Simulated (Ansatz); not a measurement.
Energy difference R1 → P1 + P2, each structure at its B3LYP-D3(BJ)/def2-SVP stationary point, reached from a drawn start (curvature not checked).
P1: H atom, charge 0, multiplicity 2.
R1: C5H14O2Si (SMILES CCO[SiH](C)OCC), charge 0, multiplicity 1.
P2: C5H13O2Si (SMILES CCO[Si](C)OCC), charge 0, multiplicity 2.

P less R. No zero-point or thermal terms; singlets are restricted closed shells; open shells are unrestricted. One arrangement of each flexible species, with no search for the lowest.

Cores are frozen in the correlated methods.

Codes used: Ansatz (Gaussian orbitals). Each number belongs to the level named beside it.

Total energies in hartree:

```csv
structure,PBE/def2-TZVPP,r2SCAN/def2-TZVPP,CCSD(T)/cc-pV(D+d)Z
P1,-0.499616,-0.499927,-0.499278
R1,-638.545205,-638.920715,-637.580480
P2,-637.899963,-638.270883,-636.927590
```

Problem. Work out the reaction energy at each level in kcal/mol (1 hartree = 627.50947 kcal/mol), and say how far PBE/def2-TZVPP lies from CCSD(T)/cc-pV(D+d)Z.

Solution. 
- PBE/def2-TZVPP: (-0.499616) + (-637.899963) − (-638.545205) = 0.145626 hartree = 91.38 kcal/mol
- r2SCAN/def2-TZVPP: (-0.499927) + (-638.270883) − (-638.920715) = 0.149905 hartree = 94.07 kcal/mol
- CCSD(T)/cc-pV(D+d)Z: (-0.499278) + (-636.927590) − (-637.580480) = 0.153612 hartree = 96.39 kcal/mol
PBE/def2-TZVPP less CCSD(T)/cc-pV(D+d)Z: -5.01 kcal/mol. CCSD(T)/cc-pV(D+d)Z is the level counted from, the highest shown, and no exact or measured value.

Ansatz is a program for electronic structure.
